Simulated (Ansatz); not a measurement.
Molecule: C$_{2}$H$_{6}$BO (charge 0, doublet). It need not be the lowest isomer of its formula. SMILES: CB(C)[O]
Geometry: optimised at B3LYP-D3(BJ)/def2-TZVP (Ansatz, a quantum-chemistry and plane-wave program).

Atomisation energy built up term by term with Ansatz (kcal/mol; UHF references for open shells; valence terms freeze the core; atomic spin-orbit terms are left out). CBS(X,Y): correlation extrapolated as X^-3; Hartree-Fock from the larger set.

```
term                                            basis  kcal/mol
-----------------------  ----------------------------  --------
Hartree-Fock                              aug-cc-pVQZ    719.36
CCSD correlation         CBS(aug-cc-pVTZ,aug-cc-pVQZ)    201.75
(T)                      CBS(aug-cc-pVTZ,aug-cc-pVQZ)     12.71
core correlation                            cc-pwCVTZ      4.00
scalar relativity (X2C)    cc-pVTZ-DK against cc-pVTZ     -0.59
sum: De                                                   937.2
```

(T) makes 1.4 % of the CCSD(T) atomisation energy; under 5 % is typical of single-reference molecules.
